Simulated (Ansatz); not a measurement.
Single points on the cluster Cu₂F⁺.

```yaml
crystal:
  periodic: [false, false, false]
  atoms:
    - {symbol: Cu, position_ang: [0.213969, 0.508936, 1.148362]}
    - {symbol: Cu, position_ang: [0.647454, 0.049359, -1.096300]}
    - {symbol: F, position_ang: [-0.861424, -0.558285, -0.052062]}
basis:
  gaussian: {orbitals: def2-TZVP}
total_charge: 1
hamiltonian: {xc: pbe0, dispersion: d4}
output: {orbitals: {seedname: orbitals}}
```

The file start.molden holds the orbitals of an earlier run on this structure, at another level or in another basis.

```sh
$ ansatz run in.yaml --threads 4 --pin off --events-out ev --progress --plain --max-ram 3916MiB
```

It prints (some lines left out):

```
Functional definition: PBE0
1240 factors; their error is unknown
mean field evaluation 1: about -91949.0065 eV, gradient 1.8e2 eV
mean field evaluation 2: about -91132.3110 eV, gradient 8.6e2 eV
mean field evaluation 4: about -91968.2120 eV, gradient 8.3e1 eV
mean field evaluation 8: about -91976.7428 eV, gradient 2.7e-1 eV
mean field evaluation 16: about -91976.8332 eV, gradient 1.3e-4 eV
mean field -91976.83323603 eV, -3380.0862772874 hartree, gradient 3.1e-5 eV, S^2 0.000000; 0 other end points of the search recorded, 0 dependent functions left out
reference -91976.83327054 eV, -3380.0862785556 hartree; 33, 33 occupied and 88, 88 virtual orbitals, 1240 factors
Total energy: -91976.87665730 eV, -3380.0878729897 hartree
```

It took 1.4 s on 4 threads of Arm Neoverse V1 on a shared host.

As the first input, with `gaussian: {orbitals: def2-TZVP, initial_orbitals: start.molden}`, `hamiltonian: {xc: pbe, dispersion: d4}`, `scf: {omitted_lower_state_checks: [starts]}` (abridged; 1 s):

```
Functional definition: PBE
mean field -91976.96801995 eV, -3380.0912305051 hartree, gradient 1.3e-5 eV, S^2 0.000000
Total energy: -91977.02019817 eV, -3380.0931480193 hartree
Checks for a lower state left out: starts
```

As the first input, with `gaussian: {orbitals: def2-TZVP, initial_orbitals: start.molden}`, `hamiltonian: {xc: r2scan, dispersion: d4}`, `scf: {omitted_lower_state_checks: [starts]}` (abridged; 2.2 s):

```
Functional definition: r2SCAN
mean field -91990.84415427 eV, -3380.6011690356 hartree, gradient 8.4e-5 eV, S^2 0.000000
Total energy: -91990.85391048 eV, -3380.6015275699 hartree
Checks for a lower state left out: starts
```

As the first input, with `gaussian: {orbitals: def2-TZVPP, initial_orbitals: start.molden}`, `correlation: {method: ccsd_t, frozen_orbitals: {Cu: 9, F: 1}}`, `scf: {omitted_lower_state_checks: [starts]}` and without the key `hamiltonian` (abridged; 9.5 s):

```
Functional definition: HF
mean field -91896.72984657 eV, -3377.1425320207 hartree, gradient 4.0e-6 eV, S^2 0.000000
19 core orbitals not correlated: weight in the atoms' cores, before any rotation towards them, 1.000 or more for the frozen orbitals, at most 0.000 for the correlated occupied ones
second order -33.31622211 eV of doubles, -0.00000000 eV of singles
cycle   1  -28.20260106 eV  change     5.1e0 eV  update   2.3e-1
cycle   2  -29.68900385 eV  change    -1.5e0 eV  update   1.3e-1
cycle   3  -29.90759053 eV  change   -2.2e-1 eV  update   4.2e-2
cycle   4  -29.91198856 eV  change   -4.4e-3 eV  update   2.7e-2
cycle   5  -29.85235443 eV  change    6.0e-2 eV  update   1.3e-2
cycle   6  -29.85824864 eV  change   -5.9e-3 eV  update   8.2e-3
cycle   7  -29.87642570 eV  change   -1.8e-2 eV  update   4.3e-3
cycle   8  -29.87478790 eV  change    1.6e-3 eV  update   2.2e-3
cycle   9  -29.87411601 eV  change    6.7e-4 eV  update   1.0e-3
cycle  10  -29.87620659 eV  change   -2.1e-3 eV  update   5.7e-4
cycle  11  -29.87553059 eV  change    6.8e-4 eV  update   3.1e-4
cycle  12  -29.87457936 eV  change    9.5e-4 eV  update   1.6e-4
cycle  13  -29.87491959 eV  change   -3.4e-4 eV  update   1.0e-4
cycle  14  -29.87490418 eV  change    1.5e-5 eV  update   5.8e-5
cycle  15  -29.87484767 eV  change    5.7e-5 eV  update   3.6e-5
cycle  16  -29.87486183 eV  change   -1.4e-5 eV  update   2.1e-5
cycle  17  -29.87490397 eV  change   -4.2e-5 eV  update   1.3e-5
cycle  18  -29.87489007 eV  change    1.4e-5 eV  update   4.9e-6
perturbative correction -1.13876095 eV, -0.0418486931 hartree
Total energy: -91927.74349759 eV, -3378.2822626738 hartree
Checks for a lower state left out: starts
```

Geometry: r2SCAN-D4/def2-TZVP, that of the neutral doublet.

Correlated methods freeze 19 core orbitals. The structure comes from a short search, and lower isomers may exist.
